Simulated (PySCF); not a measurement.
ZnH, SMILES [ZnH+] (connectivity only; charge and spin as stated), charge +1, multiplicity 1.

Coordinates come from a PBE-D3(BJ)/def2-TZVPD optimisation. The multiplicity is an assumed one; other spin states were not compared.

Calculation: TDDFT-PBE/def2-TZVPD in PySCF 2.14.0.

Vertical excitations; the highest root listed may be one member of a degenerate set. Gas-phase values at a fixed geometry. State labels are in the subgroup C2v.

Estimate the UV-visible absorptions. (An estimate is asked for; the answer gives what the named calculation found.)


```json
[
 {"state": "S1", "symmetry": "A1", "energy (eV)": "6.12", "λ (nm)": "203", "f": "0.250", "main pairs": "HOMO→LUMO 96 %"},
 {"state": "S2", "symmetry": "B1", "energy (eV)": "8.68", "λ (nm)": "143", "f": "0.125", "main pairs": "HOMO−4→LUMO, HOMO→LUMO+1 (degenerate set)"},
 {"state": "S3", "symmetry": "B2", "energy (eV)": "8.68", "λ (nm)": "143", "f": "0.125", "main pairs": "HOMO−3→LUMO, HOMO→LUMO+2 (degenerate set)"},
 {"state": "S4", "symmetry": "A2", "energy (eV)": "8.77", "λ (nm)": "141", "f": "0.000", "main pairs": "HOMO−2→LUMO (degenerate set)"},
 {"state": "S5", "symmetry": "A1", "energy (eV)": "8.77", "λ (nm)": "141", "f": "0.000", "main pairs": "HOMO−1→LUMO (degenerate set)"},
 {"state": "S6", "symmetry": "B1", "energy (eV)": "9.04", "λ (nm)": "137", "f": "0.269", "main pairs": "HOMO→LUMO+1, HOMO−4→LUMO (degenerate set)"},
 {"state": "S7", "symmetry": "B2", "energy (eV)": "9.04", "λ (nm)": "137", "f": "0.269", "main pairs": "HOMO→LUMO+2, HOMO−3→LUMO (degenerate set)"},
 {"state": "S8", "symmetry": "A1", "energy (eV)": "9.83", "λ (nm)": "126", "f": "0.168", "main pairs": "HOMO−5→LUMO 91 %"},
 {"state": "S9", "symmetry": "B2", "energy (eV)": "12.20", "λ (nm)": "102", "f": "0.000", "main pairs": "HOMO−2→LUMO+1, HOMO−1→LUMO+2 (degenerate set)"},
 {"state": "S10", "symmetry": "B1", "energy (eV)": "12.20", "λ (nm)": "102", "f": "0.000", "main pairs": "HOMO−2→LUMO+2, HOMO−1→LUMO+1 (degenerate set)"},
 {"state": "T1", "symmetry": "A1", "energy (eV)": "3.54", "λ (nm)": "351", "f": "0", "main pairs": "HOMO→LUMO 99 %"},
 {"state": "T2", "symmetry": "B1", "energy (eV)": "7.27", "λ (nm)": "170", "f": "0", "main pairs": "HOMO→LUMO+1 (degenerate set)"},
 {"state": "T3", "symmetry": "B2", "energy (eV)": "7.27", "λ (nm)": "170", "f": "0", "main pairs": "HOMO→LUMO+2 (degenerate set)"},
 {"state": "T4", "symmetry": "B1", "energy (eV)": "8.50", "λ (nm)": "146", "f": "0", "main pairs": "HOMO−4→LUMO 99 %"}
]
```
Triplets are in the Tamm–Dancoff approximation, which puts them higher than full response would, so one can lie above its singlet here.
